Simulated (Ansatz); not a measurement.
System (SMILES): [Ge][Cl] (Cl-Ge), doublet.
Atoms: Ge1, Cl2. Bonds: Ge1-Cl2.

Basis-set convergence of the optimised Ge1-Cl2 bond length at PBE0 with Ansatz (a quantum-chemistry and plane-wave program). All functions are spherical. The program fits the integrals of some runs and decomposes those of others, by size. Open shells are unrestricted. No added dispersion term, no relativity. Reference: the value in pcseg-4, 2.1724 Å, itself unsure by roughly 0.0003 Å (its mean distance from aug-pcseg-3, aug-cc-pV(Q+d)Z, cc-pV(5+d)Z). Deviations are taken from unrounded values.

```json
[
 {"basis": "cc-pV(D+d)Z", "functions": "50", "optimised Ge1-Cl2 bond length (Å)": "2.1898", "minus reference (Å)": "0.0174"},
 {"basis": "def2-SVPD", "functions": "65", "optimised Ge1-Cl2 bond length (Å)": "2.2033", "minus reference (Å)": "0.0309"},
 {"basis": "aug-cc-pV(D+d)Z", "functions": "68", "optimised Ge1-Cl2 bond length (Å)": "2.1944", "minus reference (Å)": "0.0220"},
 {"basis": "cc-pV(T+d)Z", "functions": "82", "optimised Ge1-Cl2 bond length (Å)": "2.1750", "minus reference (Å)": "0.0026"},
 {"basis": "def2-TZVPD", "functions": "100", "optimised Ge1-Cl2 bond length (Å)": "2.1744", "minus reference (Å)": "0.0020"},
 {"basis": "def2-TZVPPD", "functions": "105", "optimised Ge1-Cl2 bond length (Å)": "2.1744", "minus reference (Å)": "0.0021"},
 {"basis": "aug-cc-pV(T+d)Z", "functions": "114", "optimised Ge1-Cl2 bond length (Å)": "2.1759", "minus reference (Å)": "0.0035"},
 {"basis": "cc-pV(Q+d)Z", "functions": "132", "optimised Ge1-Cl2 bond length (Å)": "2.1730", "minus reference (Å)": "0.0006"},
 {"basis": "def2-QZVPPD", "functions": "174", "optimised Ge1-Cl2 bond length (Å)": "2.1722", "minus reference (Å)": "-0.0002"},
 {"basis": "aug-cc-pV(Q+d)Z", "functions": "182", "optimised Ge1-Cl2 bond length (Å)": "2.1729", "minus reference (Å)": "0.0005"},
 {"basis": "cc-pV(5+d)Z", "functions": "204", "optimised Ge1-Cl2 bond length (Å)": "2.1721", "minus reference (Å)": "-0.0003"}
]
```

The smallest set listed that lies within 0.01 Å of the reference with all its larger relatives (same family, alike in diffuse functions; a set with none counts only in the reference's own line) is cc-pV(T+d)Z (82 functions, 0.0026 Å off).
